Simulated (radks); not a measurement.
Q: Te4+, configuration [Ar] 3d10 4s2 4p5.5 4d10 5s2 5d0.5 (fractional occupations, a model configuration). Calculated with a radial shooting solver on a logarithmic mesh with Libxc functionals: scalar-relativistic Kohn-Sham, PBE, spin-unpolarised, spherical densities, point nucleus. Some entries of the table are withheld. Estimate them.

orbital,occ.,eigenvalue (eV),<r^2> (bohr^2),<r> (bohr)
1s,2,-31682.08,(1),0.02781
2s,2,(2),0.01694,0.1198
2p,6,-4405.682,0.01339,(3)
3s,2,-1016.282,0.1185,0.3220
3p,6,-854.9656,0.1189,0.3201
3d,10,-611.1066,0.1042,0.2967
4s,2,-213.7816,(4),0.7614
4p,5.5,-163.5185,0.7569,0.8153
4d,10,-89.9178,1.045,0.9467
5s,2,-55.7237,(5),1.835
5d,0.5,-27.4928,8.524,2.753

A: 
(1) 1s <r^2> (bohr^2): 0.001048
(2) 2s eigenvalue (eV): -4901.904
(3) 2p <r> (bohr): 0.1048
(4) 4s <r^2> (bohr^2): 0.6547
(5) 5s <r^2> (bohr^2): 3.761
